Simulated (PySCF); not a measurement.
C6H6O, SMILES C#CC1(C=O)CC1. Atoms are numbered in the order given.

```xyz
13

C      0.5613    -2.6639     0.0000
C      0.2638    -1.4915     0.0000
C     -0.0618    -0.0783     0.0000
C      1.0990     0.8759     0.0000
O      0.9636     2.0733     0.0000
C     -1.3061     0.4050    -0.7408
C     -1.3061     0.4050     0.7408
H      0.8210    -3.7081     0.0000
H      2.1085     0.3977     0.0000
H     -1.1921     1.3664    -1.2492
H     -1.8772    -0.3611    -1.2709
H     -1.8772    -0.3611     1.2709
H     -1.1921     1.3664     1.2492
```
Charge 0, spin multiplicity 1.

The structure is a stationary point at ωB97X-D3(BJ)/def2-SVP. Other conformers were not sampled.

Vertical ionisation energy (IE) and electron affinity (EA) in eV. Rows of orbital energies are one-electron estimates. Where ΔSCF, EOM or ADC give a negative EA the extra electron is unbound and the value depends on the basis.

| level | IE | EA |
|---|---|---|
| −ε(HOMO), −ε(LUMO), r2SCAN/def2-TZVP (PySCF) | 6.39 | 1.96 |
| −ε(HOMO), −ε(LUMO), PBE/def2-TZVP (PySCF) | 6.11 | 2.19 |
